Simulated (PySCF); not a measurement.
## Correlation energy of Pt⁺ (platinum, charge +1)

[Xe] 4f14 5d8 6s1, high-spin 4F determinant (an excited configuration). All numbers are calculated (PySCF 2.14, a scalar-relativistic core potential, in aug-cc-pwCVDZ-PP with ECP60MDF (6s6p5d3f, 70 functions)). Frozen: 5s2 5p6; 9 electrons correlated.

```tsv
level	correlation energy (mhartree)
CCSD	-219.28
(T)	-4.87
CCSD(T)	-224.15
```

Diagnostics: T1 = 0.0076, D1 = 0.0268, largest double amplitude 0.015.

Spin-orbit coupling, absent here, splits the open shell strongly.

Cost of the coupled-cluster step: about 29 core-seconds, for 9 correlated electrons.
